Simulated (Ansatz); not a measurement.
Reaction (ligand exchange at a Ga–S bond): `F[CH2][GaH][SH]` + CH₃NH₂ → `C[NH][GaH][CH2]F` + H₂S

Calculated with Ansatz (gas phase, PBE0-D4/def2-TZVP geometries, no zero-point term in ΔE). CCSD(T)/CBS is the MP2 limit (def2-TZVPP, def2-QZVPP) plus CCSD(T) − MP2 in def2-TZVPP, frozen cores. This one scheme is used for every species. DFT in def2-TZVPP. For Ga outer-core shells are correlated without core-valence functions, which leaves a few kJ/mol of doubt a bond. Scalar relativity is left out up to krypton. One conformer a species, not always the lowest.

Question: Is it downhill or uphill in electronic energy at CCSD(T)/CBS, and by how much? (Best estimate.)

Answer: Ansatz gave: Uphill: ΔE = +49.3 kJ/mol.

Question: What do these levels give: ωB97X-V, r2SCAN, MP2/def2-TZVPP, CCSD/def2-TZVPP, MP2/CBS(def2), CCSD/CBS(def2)? (Best estimate.)

Answer: Computed: ωB97X-V 52.0, r2SCAN 57.5, MP2/def2-TZVPP 48.7, CCSD/def2-TZVPP 48.2, MP2/CBS(def2) 50.5, CCSD/CBS(def2) 50.0 kJ/mol.

Largest T1 diagnostic among the species: 0.014.

In def2-TZVPP, CCSD(T) changes the Hartree–Fock value by −13.5 kJ/mol (the triples alone add −0.8 kJ/mol) and MP2 by −12.2 kJ/mol.
